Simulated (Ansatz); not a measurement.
`O=CC[S][GaH2]`. The species carries charge 0 and has multiplicity 1.

Z-matrix (Å, degrees):
```
C
C 1 1.476
S 1 1.799 2 115.9
H 1 1.100 2 106.0 3 124.5
H 1 1.100 2 106.1 3 -124.5
O 2 1.218 1 124.7 3 -0.4
H 2 1.101 1 117.2 3 179.7
Ga 3 2.304 1 96.1 2 0.6
H 8 1.568 3 115.3 1 -102.8
H 8 1.568 3 115.4 1 101.6
```

Task: What are the harmonic wavenumbers in cm⁻¹ at PBE0-D4/def2-TZVP (Ansatz, finite differences of forces, unscaled)? (An estimate is asked.)

Result: The calculation gave: 48i, 245, 250, 306, 387, 424, 478, 630, 662, 677, 743, 787, 977, 980, 1191, 1278, 1390, 1403, 1754, 1965, 1972, 3010, 3037, 3040.

Task: Is this a minimum?

Result: No: 1 imaginary mode, so it is a saddle point.
